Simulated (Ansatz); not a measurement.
Basis sets compared for the cluster Pb3O4⁺ (the lowest doublet isomer of a short search). The state is a doublet with charge 1. Geometry PBE0-D4/def2-SVP. Ansatz on 4 threads of Intel Xeon on a shared host; times are rough, and most runs start from earlier orbitals.

```xyz
7

Pb   -1.961   -0.503    1.631
Pb    0.953    1.127    0.963
Pb   -0.902    0.083   -2.261
O    -0.106   -0.038    2.388
O    -1.005    0.494   -0.208
O     1.266   -0.618   -1.847
O     1.755   -0.545   -0.667
```

In the def2 sets Pb takes a core potential; there is no spin–orbit coupling. The structure holds one bond between oxygen atoms, so isomers without such links may lie far lower. The structure comes from a short search, and lower isomers may exist.

| level | functions | energy (Eh) | HOMO (eV) | LUMO (eV) | wall time |
| --- | --- | --- | --- | --- | --- |
| PBE-D4/def2-SVP | 134 | -878.9015 | -8.95 | -8.32 | 6 s |
| PBE0-D4/def2-SVP | 134 | -878.7592 | -10.19 | -7.14 | 12 s |

**Question.** Estimate the rows for PBE-D4/def2-TZVP, PBE0-D4/def2-TZVP (with forces).

**Answer.** 
| level | functions | energy (Eh) | HOMO (eV) | LUMO (eV) | wall time |
| --- | --- | --- | --- | --- | --- |
| PBE-D4/def2-TZVP | 274 | -879.2978 | -9.06 | -8.40 | 12 s |
| PBE0-D4/def2-TZVP (with forces) | 274 | -879.1521 | -10.28 | -7.16 | 55 s |
